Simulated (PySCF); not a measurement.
C₃H₈FNSi.
Cartesian coordinates in Å at the PBE0-D3(BJ)/def2-SVP level; atoms count from 1:
```xyz
14
C3H8FNSi angstrom
C      2.859   -0.248   -0.105
C      1.682    0.374   -0.122
F      1.459    1.351   -1.030
Si     0.212    0.077    1.023
N     -1.171    0.047   -0.007
C     -2.526   -0.205    0.416
H      3.656    0.023   -0.803
H      3.040   -1.048    0.616
H      0.197    1.150    2.075
H      0.395   -1.228    1.729
H     -1.090    0.586   -0.864
H     -2.530   -0.902    1.270
H     -3.076    0.701    0.737
H     -3.113   -0.687   -0.383
```

Theory: PBE0-D3(BJ)/def2-SVP geometry optimisation, gas phase (PySCF 2.14.0).

Take the most abundant isotopes and a rigid rotor. The values belong to one conformer with, in the numbering `[CH2:1]=[C:2]([F:3])[SiH2:4][NH:5][CH3:6]`, C1–C2–Si4–N5 -136°, C2–Si4–N5–C6 177°.

(1) What are A, B and C (MHz)?

(2) What kind of rotor is it?

(3) What does the inertial defect say?

(4) Give the other two planar moments, Paa and Pbb, and the rms extents of the mass along the axes.

(5) List the rotational levels J(Ka,Kc) to J = 4 (K).

(6) Predict some low-J microwave lines.

(7) Estimate the classical rotational partition function at 10 K, 50 K and 100 K.

## Answers

(1) Ia = 83.75, Ib = 335.94, Ic = 387.10 u·Å²; 505379 MHz·u·Å²/I gives A = 6035, B = 1504, C = 1306 MHz.

(2) A near-prolate asymmetric top; Ray's κ = -0.916.

(3) Not planar: Δ = Ic − Ia − Ib = -32.58 u·Å². For a rigid frame Δ = −2 Σ m c², so Σ m c² = 16.29 u·Å² lies off the ab plane: 6.49 from hydrogen and 9.80 from heavier atoms. The atom farthest from that plane is 1.84 Å away.

(4) Paa = Σ m a² = (Ib + Ic − Ia)/2 = 319.65 and Pbb = Σ m b² = (Ia + Ic − Ib)/2 = 67.46 u·Å². With the mass M = 105.04 u, the rms extents √(P/M) along a, b and c are 1.74, 0.80, 0.39 Å.

(5) Above 0(0,0), as E/k:
J = 1: 1(0,1) 0.135, 1(1,1) 0.352, 1(1,0) 0.362
J = 2: 2(0,2) 0.404, 2(1,2) 0.612, 2(1,1) 0.641, 2(2,1) 1.293, 2(2,0) 1.294
J = 3: 3(0,3) 0.808, 3(1,3) 1.002, 3(1,2) 1.060, 3(2,2) 1.698, 3(2,1) 1.699, 3(3,1) 2.809, 3(3,0) 2.809
J = 4: 4(0,4) 1.344, 4(1,4) 1.522, 4(1,3) 1.618, 4(2,3) 2.237, 4(2,2) 2.242, 4(3,2) 3.349, 4(3,1) 3.349, 4(4,1) 4.904, 4(4,0) 4.904

(6) The dipole components are |μa| = 0.82 D, |μb| = 0.26 D, |μc| = 0.35 D. The squared components, which scale the intensities, stand as 1.00 : 0.10 : 0.18 (a : b : c). Some of the stronger lines:

| type | branch | J(Ka,Kc) | MHz | lower level (cm⁻¹) |
| --- | --- | --- | --- | --- |
| a | Q | 2(1,1) ← 2(1,2) | 597 | 0.426 |
| b | R | 2(0,2) ← 1(1,1) | 1083 | 0.245 |
| a | R | 1(0,1) ← 0(0,0) | 2810 | 0.000 |
| c | Q | 2(1,2) ← 2(0,2) | 4338 | 0.281 |
| c | Q | 1(1,1) ← 1(0,1) | 4530 | 0.094 |
| b | Q | 2(1,1) ← 2(0,2) | 4934 | 0.281 |
| a | R | 2(1,2) ← 1(1,1) | 5421 | 0.245 |
| a | R | 2(0,2) ← 1(0,1) | 5613 | 0.094 |
| a | R | 2(1,1) ← 1(1,0) | 5819 | 0.251 |
| b | R | 1(1,1) ← 0(0,0) | 7340 | 0.000 |
| c | R | 1(1,0) ← 0(0,0) | 7539 | 0.000 |
| c | R | 2(1,1) ← 1(0,1) | 10548 | 0.094 |
| c | Q | 2(2,1) ← 2(1,1) | 13591 | 0.446 |
| b | Q | 2(2,0) ← 2(1,1) | 13597 | 0.446 |
| b | Q | 2(2,1) ← 2(1,2) | 14187 | 0.426 |
| c | R | 2(2,0) ← 1(1,0) | 19416 | 0.251 |
| c | R | 2(2,1) ← 1(1,1) | 19608 | 0.245 |

(7) Point group C1, symmetry number σ = 1; q = (√π/σ)·√((kT/h)³/(ABC)), k/h = 20836.6 MHz/K: 1550 at 10 K, 17300 at 50 K, 49000 at 100 K.

No frequency check. Constants of a rigid frame at the computed geometry: no zero-point averaging, no centrifugal distortion. A rigid rotor knows nothing of inversion at nitrogen or internal rotation, which can split or shift real lines. Quadrupole hyperfine structure (14N) is left out.

Time: 29 s; peak memory 0.50 GiB. Hardware: Intel Xeon 6975P-C, one thread, no GPU, shared host. This is the geometry optimisation.
